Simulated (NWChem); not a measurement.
Everything below was run with NWChem. System: As4, charge 0, spin multiplicity 1, displaced from the optimised geometry. Level: PBE0/def2-SVP.

NWChem printed:

```
             Northwest Computational Chemistry Package (NWChem) 7.3.0
             --------------------------------------------------------

                                NWChem Input Module
                                -------------------

 Scaling coordinates for geometry "geometry" by  1.889725989
 (inverse scale =  0.529177249)

 Turning off AUTOSYM since
 SYMMETRY directive was detected!

                             Geometry "geometry" -> ""
                             -------------------------

 Output coordinates in angstroms (scale by  1.889725989 to convert to a.u.)

  No.       Tag          Charge          X              Y              Z
 ---- ---------------- ---------- -------------- -------------- --------------
    1 As                  33.0000     1.24110000     0.00000000     0.87757600
    2 As                  33.0000    -1.24110000     0.00000000     0.87757600
    3 As                  33.0000     0.00000000    -1.24105200    -0.87757600
    4 As                  33.0000     0.00000000     1.24105200    -0.87757600

 Effective nuclear repulsion energy (a.u.)    1393.0011299962

            Nuclear Dipole moment (a.u.)
            ----------------------------
        X                 Y               Z
 ---------------- ---------------- ----------------
     0.0000000000     0.0000000000     0.0000000000

      Symmetry information
      --------------------

 Group name             C2v
 Group number             16
 Group order               4
 No. of unique centers     2

      Symmetry unique atoms

     1    3


 Summary of "ao basis" -> "" (spherical)
 ------------------------------------------------------------------------------
       Tag                 Description            Shells   Functions and Types
 ---------------- ------------------------------  ------  ---------------------
 *                          def2-svp                  on all atoms

                                 NWChem DFT Module
                                 -----------------

 Summary of "ao basis" -> "ao basis" (spherical)
 ------------------------------------------------------------------------------
       Tag                 Description            Shells   Functions and Types
 ---------------- ------------------------------  ------  ---------------------
 As                         def2-svp                12       32   5s4p3d

 Summary of "ao basis" -> "ao basis" (spherical)
 ------------------------------------------------------------------------------
[...]
     0   0 0 0     -0.000000    -66.000000    -66.000000    132.000000

     1   1 0 0     -0.000000     -0.000000     -0.000000      0.000000
     1   0 1 0     -0.000000     -0.000000     -0.000000      0.000000
     1   0 0 1     -0.000015     -0.000008     -0.000008      0.000000

     2   2 0 0    -51.899068   -207.469818   -207.469818    363.040568
     2   1 1 0     -0.000000     -0.000000     -0.000000      0.000000
     2   1 0 1     -0.000000     -0.000000     -0.000000      0.000000
     2   0 2 0    -51.899695   -207.456091   -207.456091    363.012487
     2   0 1 1     -0.000000     -0.000000     -0.000000      0.000000
     2   0 0 2    -51.899322   -207.464060   -207.464060    363.028798

  itol2e modified to match energy
  convergence criterion.

            General Information
            -------------------
          SCF calculation type: DFT
          Wavefunction type:  closed shell.
          No. of atoms     :     4
          No. of electrons :   132
           Alpha electrons :    66
            Beta electrons :    66
          Charge           :     0
          Spin multiplicity:     1
          Use of symmetry is: on ; symmetry adaption is: on
          Maximum number of iterations: 100
          AO basis - number of functions:   128
                     number of shells:    48
          Convergence on energy requested:  1.00D-09
          Convergence on density requested:  1.00D-08
          Convergence on gradient requested:  1.00D-07

              XC Information
              --------------
                         PBE0 Method XC Functional
                     Hartree-Fock (Exact) Exchange  0.250
          PerdewBurkeErnzerhof Exchange Functional  0.750
            Perdew 1991 LDA Correlation Functional  1.000 local
           PerdewBurkeErnz. Correlation Functional  1.000 non-local

             Grid Information
             ----------------
          Grid used for XC integration:  medium
          Radial quadrature: Mura-Knowles
          Angular quadrature: Lebedev.
          Tag              B.-S. Rad. Rad. Pts. Rad. Cut. Ang. Pts.
          ---              ---------- --------- --------- ---------
          As                  1.15      112           9.0       590
          Grid pruning is: on
          Number of quadrature shells:   224
          Spatial weights used:  Erf1

          Convergence Information
          -----------------------
          Convergence aids based upon iterative change in
          total energy or number of iterations.
          Levelshifting, if invoked, occurs when the
          HOMO/LUMO gap drops below (HL_TOL):  1.00D-02
          DIIS, if invoked, will attempt to extrapolate
          using up to (NFOCK): 10 stored Fock matrices.

                    Damping( 0%)  Levelshifting(0.5)       DIIS
                  --------------- ------------------- ---------------
          dE  on:    start            ASAP                start
          dE off:    2 iters        100 iters           100 iters

      Screening Tolerance Information
      -------------------------------
          Density screening/tol_rho:  1.00D-12
          AO Gaussian exp screening on grid/accAOfunc:  21
          CD Gaussian exp screening on grid/accCDfunc:  20
          XC Gaussian exp screening on grid/accXCfunc:  20
          Schwarz screening/accCoul:  1.00D-10

                            NWChem DFT Gradient Module
                            --------------------------

  charge          =   0.00
  wavefunction    = closed shell

  Using symmetry

                         DFT ENERGY GRADIENTS

    atom               coordinates                        gradient
                 x          y          z           x          y          z
   1 As      2.345339   0.000000   1.658378    0.016259   0.000000   0.011492
   2 As     -2.345339   0.000000   1.658378   -0.016259   0.000000   0.011492
   3 As      0.000000  -2.345248  -1.658378    0.000000  -0.016243  -0.011492
   4 As      0.000000   2.345248  -1.658378   -0.000000   0.016243  -0.011492

                 ----------------------------------------
                 |  Time  |  1-e(secs)   |  2-e(secs)   |
                 ----------------------------------------
                 |  CPU   |       0.01   |       4.56   |
                 ----------------------------------------
                 |  WALL  |       0.01   |       4.56   |
                 ----------------------------------------

 Task  times  cpu:       11.7s     wall:       11.7s

 Total times  cpu:       11.7s     wall:       11.7s
```

**Question.** Write an NWChem input that would produce this output.

**Answer.** This is not unique; one that fits is 
```
start mol
memory heap 200 mb stack 900 mb global 1100 mb
geometry units angstroms nocenter noautoz
  As     1.241100     0.000000     0.877576
  As    -1.241100     0.000000     0.877576
  As     0.000000    -1.241052    -0.877576
  As     0.000000     1.241052    -0.877576
  symmetry group C2v
end
basis spherical
  * library def2-svp
end
dft
  xc pbe0
  semidirect memsize 60000000 filesize 0
  iterations 100
  convergence energy 1e-9 density 1e-8 gradient 1e-7
end
task dft gradient
```
